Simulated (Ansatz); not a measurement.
Isolated molecules relaxed with PBE0-D4/def2-TZVP in Ansatz; ΔE leaves out vibrations. CCSD(T)/CBS is the MP2 limit (def2-TZVPP, def2-QZVPP) plus CCSD(T) − MP2 in def2-TZVPP, frozen cores. This one scheme is used for every species. DFT in def2-TZVPP. For Br, Ga outer-core shells are correlated without core-valence functions, which leaves a few kJ/mol of doubt a bond. Scalar relativity is left out up to krypton. Each species was taken in one conformer, which may not be the lowest.

`C=[CH][Ga]([Cl])[Cl]` + HBr → `[Cl][Ga]([Cl])[Br]` + `C=C`  (ligand exchange at a Ga–C bond)

```json
{"level": "LDA (SPW92)", "ΔE (kJ/mol)": "-98.9"}
{"level": "r2SCANh", "ΔE (kJ/mol)": "-113.8"}
{"level": "CCSD(T)/def2-SVP", "ΔE (kJ/mol)": "-113.0"}
{"level": "SCS-MP2/def2-TZVPP", "ΔE (kJ/mol)": "-109.9"}
```

Question: What does CCSD(T)/CBS give? (Estimate.)

Answer: Computed: -106.3 kJ/mol. The listed levels differ from it by 7.4, -7.5, -6.7, -3.6 kJ/mol.

Largest T1 diagnostic among the species: 0.012.

From BLYP to BHLYP (50 % exact exchange), in def2-TZVPP and without D4, ΔE moves by −9.8 kJ/mol. The D4 term adds +3.2 kJ/mol with B3LYP and +1.9 kJ/mol with PBE0; it sums over pairs of atoms, weighted by their polarisabilities, and B3LYP, whose exchange is more repulsive, gets the larger term.

B3LYP here is the variant with VWN-RPA as its local correlation; programs differ in this.
